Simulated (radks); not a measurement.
Problem. All-electron atom: Ti+ in [Ar] 3d2 4s1. All-electron calculation, scalar-relativistic Kohn-Sham, SCAN, spin-unpolarised, spherical densities, finite nucleus; meta-GGA in the generalised Kohn-Sham scheme; Fermi nuclear charge, rms radius 3.5921 fm. Program: a radial shooting solver on a logarithmic mesh with Libxc functionals. Some entries of the table are withheld. Estimate them.

| orbital | occ. | eigenvalue (eV) | <r> (bohr) | r(max) (bohr) |
|---|---|---|---|---|
| 1s | 2 | -4896.814 | 0.06961 | 0.04556 |
| 2s | 2 | -552.1116 | 0.3239 | (1) |
| 2p | 6 | -456.9292 | 0.2895 | 0.2196 |
| 3s | 2 | -72.3954 | 1.007 | (2) |
| 3p | 6 | -47.4895 | 1.085 | (3) |
| 3d | 2 | -11.1275 | 1.528 | 0.9816 |
| 4s | 1 | -10.3693 | (4) | 2.808 |

Solution. 
(1) 2s r(max) (bohr): 0.2684
(2) 3s r(max) (bohr): 0.8697
(3) 3p r(max) (bohr): 0.9030
(4) 4s <r> (bohr): 3.225
